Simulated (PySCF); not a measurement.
Vertical excitations of a molecule C2H4ClFSi2 from TDDFT-PBE/def2-SVPD in PySCF, as energy in eV (oscillator strength): 5.46 (0.022), 5.58 (0.023), 5.66 (0.003), 5.86 (0.020), 5.93 (0.018), 6.00 (0.035), 6.11 (0.004), 6.17 (0.005), 6.29 (0.008), 6.59 (0.050). Lowest triplet (TDA): 4.67 eV. Geometry: B3LYP-D3(BJ)/def2-SVP. The values are those of a single conformer.

Identify the compound among the candidates.
A) C#C[Si@@](F)([SiH3])Cl
B) F[SiH2]C#C[SiH2]Cl
C) FC1=C[Si@H](Cl)[SiH2]1
D) C#C[SiH2][Si@H](F)Cl

D, C#C[SiH2][Si@H](F)Cl
